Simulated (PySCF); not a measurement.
An unknown gives this computed stick spectrum. Method: PySCF, TDDFT CAM-B3LYP/def2-SVPD, vertical, gas phase, core orbitals frozen in the response. Geometries: GFN2-xTB, one conformer each.

```json
{"state": "S1", "E (eV)": "6.11", "f": "0.247", "main configurations (H = HOMO, L = LUMO)": "H→L (88%)"}
{"state": "S2", "E (eV)": "6.57", "f": "0.016", "main configurations (H = HOMO, L = LUMO)": "H-1→L (64%), H-2→L (14%)"}
{"state": "S3", "E (eV)": "6.60", "f": "0.018", "main configurations (H = HOMO, L = LUMO)": "H→L+1 (69%), H→L+3 (19%)"}
{"state": "S4", "E (eV)": "6.99", "f": "0.043", "main configurations (H = HOMO, L = LUMO)": "H→L+2 (59%), H→L+6 (14%)"}
{"state": "S5", "E (eV)": "7.11", "f": "0.029", "main configurations (H = HOMO, L = LUMO)": "H-1→L+1 (45%), H-1→L+4 (13%), H-2→L (9%)"}
{"state": "S6", "E (eV)": "7.13", "f": "0.0067", "main configurations (H = HOMO, L = LUMO)": "H→L+3 (50%), H→L+1 (18%)"}
{"state": "S7", "E (eV)": "7.40", "f": "0.034", "main configurations (H = HOMO, L = LUMO)": "H-1→L+2 (60%), H-1→L+3 (18%)"}
{"state": "S8", "E (eV)": "7.48", "f": "0.0061", "main configurations (H = HOMO, L = LUMO)": "H→L+5 (36%), H→L+6 (21%), H→L+4 (13%)"}
```

Triplets computed (Tamm–Dancoff): 4.17, 5.43, 6.06 eV.

Question: Which candidate is it?
A. `[SiH3][SiH2]CC1=NC=CO1`
B. `[H]/N=C/[C@@H]1CC12CC2`
C. `CC(=O)c1nnco1`
D. `C=NC[Si@@H](Cl)CC#N`
E. `[SiH3]Nc1coc([SiH3])c1`

Answer: A. Its S1, at 6.11 eV, is the highest among the candidates; the nearest of the others has S1 at 5.32 eV. S1 is HOMO→LUMO (88%). Löwdin shares by element: HOMO carbon 62% or more, nitrogen 12% (atoms not listed hold the other 26%); LUMO carbon 29% or more, oxygen 14%, nitrogen 11% (atoms not listed hold the other 46%). At the same level the other candidates give, for their lowest levels:
- `[SiH3]Nc1coc([SiH3])c1`: 5.15 eV (f 0.115); 5.18 eV (f 0.014); 5.91 eV (f 0.005); 6.28 eV (f 0.000); 6.34 eV (f 0.059); T1 3.49 eV; HOMO -7.10, LUMO 0.83 eV
- `C=NC[Si@@H](Cl)CC#N`: 4.98 eV (f 0.002); 7.11 eV (f 0.246); 7.41 eV (f 0.031); 7.58 eV (f 0.011); 7.67 eV (f 0.001); T1 4.19 eV; HOMO -9.21, LUMO 0.27 eV
- `[H]/N=C/[C@@H]1CC12CC2`: 5.32 eV (f 0.002); 7.09 eV (f 0.138); 7.21 eV (f 0.259); 7.71 eV (f 0.015); 7.79 eV (f 0.006); T1 4.53 eV; HOMO -8.80, LUMO 1.02 eV
- `CC(=O)c1nnco1`: 3.93 eV (f 0.000); 4.92 eV (f 0.001); 5.87 eV (f 0.313); 6.42 eV (f 0.008); 6.83 eV (f 0.001); T1 3.40 eV; HOMO -9.71, LUMO -1.33 eV

Shape of the structure used: `[SiH3:1][SiH2:2][CH2:3][c:4]1[n:5][cH:6][cH:7][o:8]1`: Si1–Si2–C3–C4 46°, Si2–C3–C4–N5 -44°.
